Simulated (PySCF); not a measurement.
**LiPb⁺ at PBE**

Level: PBE. PySCF, scalar-relativistic core potentials, basis sets Li cc-pVDZ, Pb cc-pVDZ-PP with ECP60.

* state: ³Π (triplet), unpaired electrons σ ↑, π ↑
* bond length: 3.117 Å
* harmonic wavenumber: 206 cm⁻¹
* force constant: 0.169 mdyn/Å
* rotational constant Be: 0.2557 cm⁻¹
* anharmonicity ωexe: 1.59 cm⁻¹
* vibration–rotation constant αe: 0.00324 cm⁻¹
* bond order (Mayer): 0.63
* dipole moment (positive dipole points towards Pb; it is taken about the centre of mass and depends on that origin): -9.55 D

Spin–orbit coupling is left out, which matters for elements this heavy, above all for dissociation energies. The state is the lowest determinant that a PBE0 search found; another state may lie lower at other levels.
